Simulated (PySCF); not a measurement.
## Polarisability and C₆ of Ni+ (nickel, charge +1)

[Ar] 3d9, 2D determinant. Calculation: PySCF 2.14, in aug-cc-pwCVTZ-DK with one added diffuse shell each of s, p, d, f, g type (11s10p8d5f4g, 152 functions); scalar relativity by spin-free X2C-1e. Coupled (time-dependent) response in atomic units; α is the mean over directions.

```tsv
method	mean α (bohr³)	α xx, yy, zz	C₆ (like pair)	S(−4)
wB97X	8.718	8.406, 8.406, 9.341	30.40	68.17
```

S(−4) is the Cauchy moment in α(ω) = α(0) + S(−4) ω² + …

α(iu) at wB97X:

| u (hartree) | α(iu) (bohr³) |
| --- | --- |
| 0 | 8.718 |
| 0.0500 | 8.552 |
| 0.100 | 8.112 |
| 0.200 | 6.888 |
| 0.300 | 5.751 |
| 0.500 | 4.205 |
| 0.750 | 3.105 |
| 1.00 | 2.435 |
| 1.50 | 1.658 |
| 2.00 | 1.221 |
| 3.00 | 0.7558 |
| 5.00 | 0.3819 |

For an ion, C₆ is the dispersion term alone; charge-induced terms of lower order in 1/R come first.

The components differ because the open shell of this determinant is not spherical; for a pure term their mean is the scalar polarisability.
